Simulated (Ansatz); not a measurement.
Several settings on one geometry of AsMe3 (C₃H₉As) (that of the charge 0 singlet, B3LYP-D4/def2-SVP). Ansatz on 2 threads of Intel Xeon Platinum 8375C on a shared host; times are rough.

```csv
atom,x (Å),y (Å),z (Å)
As1,0.003,0.003,1.049
C2,1.713,-0.007,0.042
H3,2.302,0.882,0.313
H4,1.541,-0.009,-1.045
H5,2.294,-0.901,0.317
C6,-0.850,1.487,0.046
H7,-0.769,1.337,-1.042
H8,-0.364,2.437,0.316
H9,-1.913,1.553,0.324
C10,-0.863,-1.480,0.054
H11,-1.926,-1.534,0.331
H12,-0.386,-2.432,0.329
H13,-0.781,-1.336,-1.035
```

Totals from different functionals, basis sets or treatments of relativity can't be compared as stabilities.

The 6-31G sets use Cartesian d functions. Correlated methods freeze 12 core orbitals; core or outer-core shells of As are correlated, in sets that lack core-valence functions.

The spins typed aren't always the lowest for that charge.

(1) Give the basis size and estimate the energy, ⟨S²⟩, dipole and time of these runs.

| run | method | charge | state | further keys |
| --- | --- | --- | --- | --- |
| 1 | RKS BLYP/6-31G | 0 | singlet | fitting: {mean_field: def2-universal-jkfit}; scf: {lower_state_search: light}; forces asked |
| 2 | RKS PBE0-D4/aug-cc-pVDZ | 0 | singlet | point_charges: [{charge: 2.00, position_ang: [6.013, -0.546, -0.508]}]; scf: {omitted_lower_state_checks: [starts]}; forces asked |
| 3 | ROKS ωB97X/6-31G | 1 | doublet | fitting: {mean_field: def2-universal-jkfit}; nuclear_model: gaussian |
| 4 | RKS revPBE-D4/6-31G | 0 | singlet | scf: {lower_state_search: light}; forces asked |
| 5 | UKS PBE-QIDH/cc-pVDZ | 0 | singlet | scf: {omitted_lower_state_checks: [starts]}; forces asked |
| 6 | UKS PBE0-DH/6-31G | 0 | triplet | scf: {omitted_lower_state_checks: [starts]}; forces asked |
| 7 | RKS PBE0-D3(BJ)-ATM/def2-TZVP | 0 | singlet | forces asked |
| 8 | RKS revPBE/6-31G* | 0 | singlet | fitting: {mean_field: cc-pVTZ-jkfit}; forces asked |
| 9 | RHF, ccsd_t/6-31G* | 0 | singlet | electrons: all; diis_vectors: 1; accuracy: high |

Results:

(1) 
```csv
run,functions,energy (Eh),⟨S²⟩,dipole (D),wall time
1,74,-2355.1890,–,1.19,1.1 s
2,186,-2355.2096,–,11.42,10 s
3,74,-2354.9107,–,–,6 s
4,74,-2355.0480,–,1.28,2.1 s
5,114,-2354.7421,0.00,0.99,13 s
6,74,-2354.4655,2.00,1.27,15 s
7,195,-2355.2439,–,0.94,5.5 s
8,98,-2355.1106,–,1.24,1.4 s
9,98,-2353.5349,–,–,62 s
```
